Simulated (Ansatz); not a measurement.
Frontier orbitals of H7InSi2 (`[SiH3][SiH2][InH2]`).

```json
{"atom": "Si1", "x (Å)": "-0.1094", "y (Å)": "1.3947", "z (Å)": "1.1659"}
{"atom": "Si2", "x (Å)": "-0.9131", "y (Å)": "-0.4205", "z (Å)": "-0.0717"}
{"atom": "In3", "x (Å)": "0.9851", "y (Å)": "-1.4552", "z (Å)": "-1.4629"}
{"atom": "H4", "x (Å)": "-1.1781", "y (Å)": "2.0354", "z (Å)": "1.9792"}
{"atom": "H5", "x (Å)": "0.4634", "y (Å)": "2.4170", "z (Å)": "0.2473"}
{"atom": "H6", "x (Å)": "0.9735", "y (Å)": "0.9421", "z (Å)": "2.0823"}
{"atom": "H7", "x (Å)": "-1.5059", "y (Å)": "-1.4058", "z (Å)": "0.8778"}
{"atom": "H8", "x (Å)": "-2.0119", "y (Å)": "0.0762", "z (Å)": "-0.9500"}
{"atom": "H9", "x (Å)": "1.8805", "y (Å)": "-2.8119", "z (Å)": "-0.8767"}
{"atom": "H10", "x (Å)": "1.4158", "y (Å)": "-0.7719", "z (Å)": "-2.9911"}
```

The species carries charge 0 and has multiplicity 1. Correlated methods include outer-core shells of In, which these sets cover unevenly. In takes the def2 core potential. All single points use the PBE0-D4/def2-TZVP geometry. Basis def2-TZVPP, the Gaussian-basis code of Ansatz.

Orbital energies of one run (eV). Highest occupied ones, from the top: -7.40, -8.38, -8.71, -9.75, -10.18, -10.47, -11.91, -14.25, -16.13, -21.62, -21.69, -21.75, -21.79, -21.97. Empty: -2.09, -0.03, 0.30, 0.77, 1.08, 1.18.

**Question.** Which functional gave them?
A. revPBE
B. r2SCAN0
C. ωB97X-V
D. LC-ωPBE

**Answer.** B. HOMO energies: r2SCAN0 -7.40, LC-ωPBE -9.69, ωB97X-V -9.38, revPBE -6.23 eV.

LC-ωPBE has ω = 0.4 bohr⁻¹.
